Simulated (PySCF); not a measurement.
# Excitation energy of Gd⁺ by level of theory

Gd⁺ [Xe] 4f7 5d1 6s1 (10D) → Gd⁺ [Xe] 4f8 6s1 (8F), as a difference of total energies. Calculation: PySCF 2.14, in cc-pVDZ-X2C (8s7p5d3f1g, 84 functions); the spin-free X2C one-electron Hamiltonian (Gaussian nucleus). Correlated levels: valence: [Kr] 4d10 frozen; valence and next inner shell: [Ar] 3d10 frozen. The calculations carry no spin-orbit coupling.

Order these methods by the excitation energy they give, lowest first.
A. UHF
B. MP2 (valence)
C. LDA
D. SCS-MP2 (valence and next inner shell)

C (-2122.7 cm⁻¹), D (12263 cm⁻¹), B (13999 cm⁻¹), A (34873 cm⁻¹).

Errors of the correlated levels include the incompleteness of this basis and the frozen core.

For comparison: 8931.5 cm⁻¹ (measured; NIST levels, between the centres of gravity of the two terms).
